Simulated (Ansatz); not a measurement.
Reactions of C3H8Si, SMILES `C=CC[SiH3]`.

Gas-phase electronic energies from Ansatz, PBE0-D4/def2-TZVP geometries. CBS: MP2 limit from def2 TZ/QZ plus the TZ coupled-cluster correction, frozen cores. This one scheme is used for every species. For Zn outer-core shells are correlated without core-valence functions, which leaves a few kJ/mol of doubt a bond. Scalar relativity is left out up to krypton. Each species was taken in one conformer, which may not be the lowest.

**Question.** Order these by ΔE at CCSD(T)/CBS, lowest first. (Best estimate.)
A. `C=CC[SiH3]` + `BN` → `BNCC=C` + SiH₄
B. `C=CC[SiH3]` + `O[Si](O)(F)O[SiH3]` → `O[Si](F)(O[SiH3])O[SiH3]` + propene
C. `C=CC[SiH3]` + `CNBF` → `CNB(F)[SiH3]` + propene
D. `C=CC[SiH3]` + `[CH3][Zn][NH2]` → `C=C[NH][Zn][CH3]` + `C[SiH3]`

**Answer.** B (-1.13 eV), D (-0.04 eV), C (+0.19 eV), A (+0.61 eV).

Largest T1 diagnostic: 0.014, for `C=C[NH][Zn][CH3]`.
